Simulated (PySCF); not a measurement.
A GIAO shielding run with PySCF 2.14.0 with density-fitted response routines (density fitting, non-relativistic, gas phase) on `C(/[Si@@H](CC#C)Cl)(F)=C\[SiH3]`, C$_{5}$H$_{8}$ClFSi$_{2}$:

```
$ OMP_NUM_THREADS=1 python probes_run.py task.json out

{"job": {"kind": "nmr", "xc": "PBE0", "basis": "pcSseg-1"}, "charge": 0, "multiplicity": 1}
C      4.354071     0.913152    -0.386345
C      3.168488     1.022702    -0.265592
C      1.734769     1.121634    -0.127535
Si     0.871191    -0.501354    -0.665342
Cl     1.495308    -1.995675     0.543233
C     -1.005565    -0.277669    -0.440473
F     -1.715805    -0.530985    -1.578275
C     -1.675200     0.083694     0.647208
Si    -3.551722     0.270145     0.742944
H      5.395297     0.837653    -0.484203
H      1.498402     1.346012     0.916256
H      1.379065     1.960687    -0.729100
H      1.146620    -0.830813    -2.059820
H     -1.080518     0.270796     1.529254
H     -3.826377     1.200263     1.841848
H     -4.050668     0.810157    -0.519262
H     -4.144353    -1.038907     1.025293
```

Hardware: 1 thread of an Intel Xeon, shared host. The job also computes population analyses, field gradients.

Question: How large is the calculation?

Answer: 92 electrons, 214 basis functions and 1179 auxiliary functions.

Question: How long does it take, and how much memory does it need?

Answer: 110 s of wall time, with 14 SCF cycles and 5 response iterations; peak memory 0.95 GiB. Times on a shared host scatter by some tens of per cent.
